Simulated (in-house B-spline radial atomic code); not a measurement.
Se⁶⁺. Computed with a B-spline radial atomic code. Model: all-electron spherical atom, spin shells full or empty, radial basis limit, no spin-orbit coupling, Breit or QED, empty-state partial waves extrapolated as (l+1/2)^-4, RPA, G0W0 and static COHSEX of the highest shell as one setting changes (uncorrelated shells keep exact exchange).

Given: element Se; charge 6; filled core Ar; hamiltonian one-electron scalar X2C; mean-field start Hartree-Fock; highest l of empty states 9; nuclear rms radius 4.14 fm; highest mean-field shell 3d.

Shell: 3d 5 5 (electrons up and down).

```csv
lowest nl shells left uncorrelated,RPA correlation energy (hartree),G0W0 level (eV),G0W0 minus most complete (meV),COHSEX level (eV),linearised minus solved G0W0 (meV)
0,-1.9865,-156.05,0,-160.01,-0.2
1,?,?,?,?,?
2,-1.6615,-156.02,29.1,-159.98,-0.2
3,-1.1816,-155.94,110.7,-159.96,-0.2
4,?,?,?,?,?
5,-0.54009,-156.77,-719,-160.14,-0.1
```

(1) What follows for lowest nl shells left uncorrelated = 4?

(2) What follows for lowest nl shells left uncorrelated = 1?

## Answers

(1) RPA correlation energy -1.009 hartree; G0W0 level -156.01 eV; G0W0 minus most complete 42.1 meV; COHSEX level -159.88 eV; linearised minus solved G0W0 -0.2 meV.

(2) RPA correlation energy -1.8353 hartree; G0W0 level -156.05 eV; G0W0 minus most complete 0.6 meV; COHSEX level -160.01 eV; linearised minus solved G0W0 -0.2 meV.
